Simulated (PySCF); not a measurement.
C₇H₇F.
Geometry (PBE0-D3(BJ)/def2-SVP, Å), atoms numbered from 1 in this order:
```xyz
15
C7H7F angstrom
C      2.1960    0.5578    0.0695
C      0.7116    0.3596    0.0432
C     -0.2004    1.4187    0.0201
C     -1.5773    1.1965    0.0023
C     -2.0718   -0.1058    0.0075
C     -1.1872   -1.1832    0.0295
C      0.1770   -0.9313    0.0471
F      1.0248   -1.9651    0.0689
H      2.6865    0.0081   -0.7483
H      2.6310    0.1818    1.0093
H      2.4524    1.6215   -0.0248
H      0.1857    2.4416    0.0145
H     -2.2647    2.0449   -0.0162
H     -3.1484   -0.2892   -0.0065
H     -1.5355   -2.2176    0.0335
```

Level: B3LYP/def2-SVPD in PySCF, non-relativistic, on one gas-phase PBE0-D3(BJ)/def2-SVP geometry that isn't relaxed in the solvent. The solvent is an IEF-PCM continuum (Bondi radii, 1.10 Å for H, scaled by 1.2), and excitations are vertical TDDFT with non-equilibrium linear response and a frozen core. The model holds no explicit solvent molecules, cavitation or dispersion.

Gas-phase singlets (H = HOMO, L = LUMO):

```csv
state,E (eV),λ (nm),f,leading configurations
S1,5.271,235,0.012,"H→L 63%, H-1→L+1 33%"
S2,5.972,208,0.013,"H→L+1 54%, H-1→L 41%"
S3,6.515,190,0.003,H→L+2 97%
S4,6.774,183,0.006,H→L+3 96%
S5,6.860,181,0.319,"H-1→L 36%, H-1→L+2 30%"
```

Q: How does the list change in chloroform (ε = 4.711)?

A: 
```json
{"state": "S1", "E (eV)": "5.277", "λ (nm)": "235", "f": "0.016", "leading configurations": "H→L 63%, H-1→L+1 32%", "change by rank (eV)": "+0.006"}
{"state": "S2", "E (eV)": "5.946", "λ (nm)": "209", "f": "0.023", "leading configurations": "H→L+1 53%, H-1→L 40%", "change by rank (eV)": "-0.026"}
{"state": "S3", "E (eV)": "6.532", "λ (nm)": "190", "f": "0.003", "leading configurations": "H→L+2 98%", "change by rank (eV)": "+0.017"}
{"state": "S4", "E (eV)": "6.677", "λ (nm)": "186", "f": "0.644", "leading configurations": "H-1→L 46%, H→L+1 31%", "change by rank (eV)": "-0.097"}
{"state": "S5", "E (eV)": "6.715", "λ (nm)": "185", "f": "0.805", "leading configurations": "H-1→L+1 52%, H→L 25%", "change by rank (eV)": "-0.145"}
```

Q: How do the frontier levels move from gas to chloroform?

A: 
```tsv
orbital	gas (eV)	solvent (eV)	change (eV)	Löwdin shares, gas	Löwdin shares, solvent
LUMO+2	0.53	0.60	+0.07	C1 24 %, H11 10 %, C3 10 %, C7 7 %	C1 23 %, C7 12 %, F8 10 %, C3 8 %
LUMO+1	-0.39	-0.35	+0.04	C4 22 %, C7 20 %, C5 14 %, C2 11 %	C4 22 %, C7 20 %, C5 14 %, C2 11 %
LUMO	-0.61	-0.56	+0.05	C6 20 %, C3 20 %, C5 17 %, C2 16 %	C6 20 %, C3 20 %, C5 16 %, C2 16 %
HOMO	-6.83	-6.81	+0.02	C4 20 %, C7 20 %, C2 16 %, C5 15 %	C4 19 %, C7 19 %, C2 17 %, C5 16 %
HOMO-1	-7.18	-7.14	+0.04	C3 24 %, C6 24 %, C5 13 %, C2 12 %	C3 25 %, C6 24 %, C5 12 %, C2 11 %
HOMO-2	-9.57	-9.49	+0.08	C7 13 %, F8 12 %, C2 11 %, C6 10 %	C7 13 %, C2 11 %, C3 11 %, C5 10 %
HOMO-3	-9.89	-9.86	+0.03	C5 18 %, C4 17 %, C6 14 %, C3 13 %	C5 18 %, C4 16 %, C6 14 %, C3 12 %
```

The HOMO–LUMO gap goes from 6.22 to 6.25 eV. Rows go by rank; for HOMO-3 and HOMO-2 the atom shares or the degeneracy differ between the runs, so the row needn't follow one orbital.
